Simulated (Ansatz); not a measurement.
Consider the cleavage of the Si–Al bond: `C[SiH2][Al]1[CH2][SiH2]1` + `C=C(O)F` → `C=C(F)O[SiH2]C` + `[CH2]1[AlH][SiH2]1`.

Isolated molecules relaxed with PBE0-D4/def2-TZVP in Ansatz; ΔE leaves out vibrations. CCSD(T)/CBS is the MP2 limit (def2-TZVPP, def2-QZVPP) plus CCSD(T) − MP2 in def2-TZVPP, frozen cores. DFT in def2-TZVPP. Each species was taken in one conformer, which may not be the lowest.

`C[SiH2][Al]1[CH2][SiH2]1`:

```xyz
14

C    -1.269    1.311   -2.371
Si   -0.772    1.623   -0.586
Al    0.293   -0.297    0.497
C     0.945   -0.935    2.237
Si    1.310   -2.347    0.992
H    -1.993    0.497   -2.435
H    -1.720    2.206   -2.806
H    -0.400    1.037   -2.972
H    -1.967    2.027    0.213
H     0.193    2.761   -0.519
H     0.259   -1.166    3.054
H     1.834   -0.446    2.643
H     0.537   -3.595    1.241
H     2.750   -2.676    0.809
```

`C=C(O)F`:

Z-matrix (Å, degrees):
```
C
C 1 1.320
H 1 1.078 2 119.7
H 1 1.079 2 119.7 3 180.0
O 2 1.334 1 126.3 3 -179.9
F 2 1.338 1 122.1 3 0.0
H 5 0.963 2 108.9 1 -179.7
```

`C=C(F)O[SiH2]C`:

```xyz
13

C    -2.081   -1.802    0.154
C    -0.927   -1.162    0.085
F     0.015   -1.529   -0.801
O    -0.546   -0.134    0.821
Si    0.928    0.667    0.774
C     1.176    1.552   -0.837
H    -2.821   -1.491    0.875
H    -2.276   -2.631   -0.509
H     0.812    1.613    1.907
H     2.020   -0.304    1.033
H     0.350    2.239   -1.037
H     1.250    0.845   -1.665
H     2.100    2.136   -0.800
```

`[CH2]1[AlH][SiH2]1`:

```xyz
8

C     0.030    0.525    0.752
Al    0.824    0.726   -1.019
Si   -0.521   -1.016   -0.261
H     0.807    0.260    1.480
H    -0.721    1.142    1.245
H     1.718    1.706   -1.880
H    -1.970   -0.988   -0.603
H    -0.167   -2.354    0.286
```

```csv
level,ΔE (kcal/mol)
B2PLYP,-20.4
HF/def2-QZVPP,-24.9
```

Question: What does CCSD(T)/CBS give? (Estimate.)

Answer: The calculation gave: -19.6 kcal/mol. The listed levels differ from it by -0.8, -5.3 kcal/mol.

Largest T1 diagnostic among the species: 0.013.

In def2-TZVPP, CCSD(T) changes the Hartree–Fock value by +5.2 kcal/mol (the triples alone add +0.8 kcal/mol) and MP2 by +3.3 kcal/mol. The D4 term adds −0.9 kcal/mol with B3LYP and −0.5 kcal/mol with PBE0; it sums over pairs of atoms, weighted by their polarisabilities, and B3LYP, whose exchange is more repulsive, gets the larger term.

B3LYP here is the variant with VWN-RPA as its local correlation; programs differ in this.
